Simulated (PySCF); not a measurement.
PBE0 on Zr- (zirconium, charge -1), [Kr] 4d3 5s2, high-spin 4F determinant. Computed with PySCF 2.14 in aug-cc-pVTZ-PP with ECP28MDF, with scalar relativity through the core potential.

```
cycle= 1 E= -46.7586988137752  delta_E= -0.0117  |g|= 0.0246  |ddm|= 1.33
cycle= 2 E= -46.7603112328883  delta_E= -0.00161  |g|= 0.0358  |ddm|= 0.318
cycle= 3 E= -46.7614263754783  delta_E= -0.00112  |g|= 0.00712  |ddm|= 0.145
cycle= 4 E= -46.7617943765272  delta_E= -0.000368  |g|= 0.00121  |ddm|= 0.214
cycle= 5 E= -46.7618107387088  delta_E= -1.64e-05  |g|= 0.000156  |ddm|= 0.0409
cycle= 6 E= -46.7618110280891  delta_E= -2.89e-07  |g|= 7.05e-05  |ddm|= 0.0055
cycle= 7 E= -46.7618110362644  delta_E= -8.18e-09  |g|= 4.7e-06  |ddm|= 0.00029
cycle= 8 E= -46.7618110363249  delta_E= -6.04e-11  |g|= 4.98e-07  |ddm|= 5.93e-05
converged SCF energy = -46.7618110363249  <S^2> = 3.793901  2S+1 = 4.0218906
```

Highest occupied orbital energy: 0.719 eV; ⟨L²⟩ = 12.02; populations by l: s 4.00, p 6.00, d 3.00, f 0.00.

(1) Can this result be used?

## Answers

(1) With care. The run converged. Energies and moments cover only the electrons outside the core potential. At PBE0 the highest occupied level has a positive energy, so only the finite basis holds that electron; in a semilocal or global hybrid functional this comes from self-interaction and does not mean that the real anion is unbound.
